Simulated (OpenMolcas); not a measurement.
A calculation on Ag VIII.

```
Program             : OpenMolcas 26.06
Method              : MS-CASPT2, IPEA 0.25 Eh, imaginary shift 0.1 Eh (closed shells correlated: 4s 4p)
Basis               : ANO-RCC-VTZP [7s6p4d2f1g]
Scalar Hamiltonian  : DKH2, point nucleus
Active space        : 4 electrons in 5 orbitals (4d)
State averaging     : 2S+1 = 5 even, 5 roots; 2S+1 = 3 even, 45 roots kept (CI in the orbitals of an earlier block); 2S+1 = 1 even, 50 roots kept (CI in the orbitals of an earlier block)
Spin-orbit coupling : RASSI with atomic mean-field integrals over the reference wave functions, term energies averaged over their components
```

(1) Which level of the active space comes out lowest?

(2) How high does 4d⁴ ³P₀(1) lie?

(3) How high does 4d⁴ ⁵D₂ lie?

(4) How high does 4d⁴ ³H₅ lie?

(5) The level at 3.462 eV has J = 3. What is it made of, and what is its g factor?

Measured values: Atoms 5, 11 (2017), spectra Ag VII to Ag IX.

## Answers

(1) 4d⁴ ⁵D₀, with 92 % of that term; it is also the measured ground level.

(2) 2.704 eV above the lowest level; measured 2.6420 eV above the ground level, so the calculation is off by +2 %.

(3) 0.381 eV above the lowest level; measured 0.3982 eV above the ground level, so the calculation is off by -4 %.

(4) 3.372 eV above the lowest level; measured 3.2546 eV above the ground level, so the calculation is off by +4 %.

(5) 50 % 4d⁴ ³G₃, 47 % 4d⁴ ³F(1); g = 0.920, against 0.749 from Landé's formula for the pure leading term.

CASPT2 does not keep the components of a term degenerate, so their means are used; among the terms shown or strongly mixed into the levels shown the widest spread is 170 cm-1 (4d⁴ ³G). Terms from blocks run as CI alone lack orbitals of their own. Computed and measured levels are paired by configuration, term and J; levels that our copy of the source lacks, or whose pairing is in doubt (as where it misses far off the trend of its configuration), stay unpaired and out of the deviations. Only configurations of the active space appear.

A number in round brackets counts repeated terms of one configuration in the order of the reference energies.
